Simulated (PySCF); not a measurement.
**Electron correlation in Mg (magnesium, neutral)**

[Ne] 3s1 3d1, high-spin 3D determinant (an excited configuration). Calculation: PySCF 2.14, in aug-cc-pCVTZ-DK with one added diffuse shell each of s, p, d, f type (9s8p6d4f, 91 functions); the spin-free X2C one-electron Hamiltonian (Gaussian nucleus). Frozen: [Ne]; 2 electrons correlated.

Total MP2 correlation energy: -2.20 mhartree.

Same-spin part -2.20 and opposite-spin part 0.00 mhartree; SCS-MP2 scales them by 1/3 and 6/5 to -0.73 mhartree.
